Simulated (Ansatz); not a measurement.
Species: SeCl2, net charge 0, singlet state. SMILES: Cl[Se]Cl
Geometry: optimised at B3LYP-D3(BJ)/def2-TZVP (Ansatz, a first-principles code).

Computed values are from Ansatz. Cores are frozen in the correlated levels unless marked. Open shells are spin-unrestricted. Spin-orbit coupling is left out. Frozen are the shells of the preceding noble gas and the d and f shells that filled before the atom's block. Non-relativistic. Basis-set limits of correlation are two-point, X^-3; Hartree-Fock from the larger set. [CCSD(T)-MP2]/basis is that difference in the basis named.

**Question.** What is the total energy at CCSD(T)/CBS(def2-TZVPP,def2-QZVPP)?

**Answer.** -3319.6311 Eh.

**Question.** What is the atomisation energy De at CCSD(T)/CBS(def2-TZVPP,def2-QZVPP)?

**Answer.** 526.0 kJ/mol.

**Question.** What is the vertical electron affinity (to the doublet; negative means unbound) at RI-MP2/CBS(def2-TZVPPD,def2-QZVPPD)+[CCSD(T)-MP2]/def2-TZVPPD?

**Answer.** 0.86 eV.

**Question.** What is the vertical ionisation energy (to the doublet) at RI-MP2/CBS(def2-TZVPPD,def2-QZVPPD)+[CCSD(T)-MP2]/def2-TZVPPD?

**Answer.** 9.51 eV.

**Question.** What is the T1 diagnostic at CCSD/def2-QZVPP?

**Answer.** 0.012.
